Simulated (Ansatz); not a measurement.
`[SiH3]/C=[CH]\[GaH2]` + H–F → `[F][GaH2]` + `C=C[SiH3]` at 700 K and 1 bar (ligand exchange at a Ga–C bond).

Isolated molecules relaxed with PBE0-D4/def2-TZVP in Ansatz; ΔE leaves out vibrations. CCSD(T)/CBS is the MP2 limit (def2-TZVPP, def2-QZVPP) plus CCSD(T) − MP2 in def2-TZVPP, frozen cores. This one scheme is used for every species. For Ga outer-core shells are correlated without core-valence functions, which leaves a few kJ/mol of doubt a bond. Scalar relativity is left out up to krypton.

```tsv
species	CCSD(T)/CBS energy (Eh)	H − E (kJ/mol)	S (J/(mol·K))
`[SiH3]/C=[CH]\[GaH2]`	-2293.28490	265.8	463.3
H–F	-100.39570	45.2	198.5
`[F][GaH2]`	-2024.95631	74.9	302.8
`C=C[SiH3]`	-368.76077	234.3	375.6
```

H − E and S are ideal-gas, rigid-rotor, harmonic terms from PBE0-D4/def2-TZVP. 1 Eh = 2625.50 kJ/mol, R = 8.31446 J/(mol·K).

Problem. By hand: ΔE, ΔH, ΔS and ΔG.

Solution. ΔE = (-2024.95631) + (-368.76077) − (-2293.28490) − (-100.39570) = -0.03648 Eh = -95.8 kJ/mol. Δ(H − E) = 74.9 + 234.3 − 265.8 − 45.2 = -1.8, so ΔH = -97.6 kJ/mol. ΔS = 302.8 + 375.6 − 463.3 − 198.5 = 16.6 J/(mol·K). ΔG = -97.6 − 700 × (16.6)/1000 = -109.2 kJ/mol.

Problem. By hand: the equilibrium constant, and the temperature at which ΔG would vanish if ΔH and ΔS stayed fixed.

Solution. log₁₀ K = −ΔG/(RT ln 10) = 8.1. ΔH and −TΔS have one sign here, so there is no such temperature.

ΔH outweighs TΔS. A doubt of 5 kJ/mol in ΔE shifts log₁₀ K by 0.4 here. These are equilibria of isolated gas molecules and say nothing of rates. Largest T1 diagnostic: 0.014 (customary marks: 0.02 for closed shells, 0.045 for open ones).
